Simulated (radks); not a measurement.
Ca V, configuration [Ne] 3s1.5 3p4.5 (fractional occupations, a model configuration).

Calculated with a radial shooting solver on a logarithmic mesh with Libxc functionals: Dirac Kohn-Sham, LDA (Slater exchange, Perdew-Wang correlation), spin-unpolarised, spherical densities, finite nucleus; open shells are shared between the two j in proportion to 2j + 1; Fermi nuclear charge, rms radius 3.4776 fm.

Energy parts (eV):
| part | energy |
|---|---|
| total | -18320.086 |
| kinetic | 18455.637 |
| electron-nucleus | -42703.681 |
| Hartree | 6817.044 |
| exchange-correlation | -889.086 |

Orbitals (lengths in bohr, moments of r in powers of bohr; r(max) is where P^2 peaks):
orbital  occ.  eigenvalue (eV)     <r^2>      <r^4>   r(max)  small-component weight
1s1/2       2        -3997.739  0.007976  0.0001638  0.05039                5.09e-03
2s1/2       2        -471.1204    0.1575    0.04398   0.3005                8.55e-04
2p1/2       2        -395.3183    0.1314    0.03594   0.2448                8.37e-04
2p3/2       4        -391.6228    0.1333    0.03689   0.2468                8.29e-04
3s1/2     1.5         -97.5480     1.377      2.955   0.9681                1.88e-04
3p1/2     1.5         -77.9629     1.549      3.917   0.9982                1.66e-04
3p3/2       3         -77.4907     1.564      3.992    1.004                1.65e-04
3d3/2       0         -48.0656     1.986      7.400    1.014                1.13e-04
3d5/2       0         -48.0218     1.990      7.427    1.015                1.13e-04
4s1/2       0         -34.1772     7.362      77.51    2.405                5.73e-05

The highest occupied level is 3p3/2 at -77.491 eV. The electron density at the nucleus is 6110 e/bohr^3.
